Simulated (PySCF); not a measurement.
SiFCl2Br, SMILES Cl[Si](F)(Cl)Br.

The structure is a stationary point at ωB97X-D3(BJ)/def2-SVP.

Level of theory: SMD-M06-2X/6-31G* (PySCF).

Solvation free energies are E(SMD) − E(gas) at the gas-phase geometry, for 1 M in both phases. Bromine has the revised SMD18 radius of 2.60 Å. In vacuum the dipole moment is 0.49 D.

Problem. Estimate the solvation free energies in water, acetone, methanol. (Estimate from the structure and the level; the computed values follow.)

Solution. 
| solvent | ΔG(solv) (kcal/mol) | its non-electrostatic (CDS) part | dipole (D) |
|---|---|---|---|
| water | 0.4 | 1.2 | 0.54 |
| acetone | -3.8 | -3.1 | 0.54 |
| methanol | -3.8 | -3.1 | 0.54 |
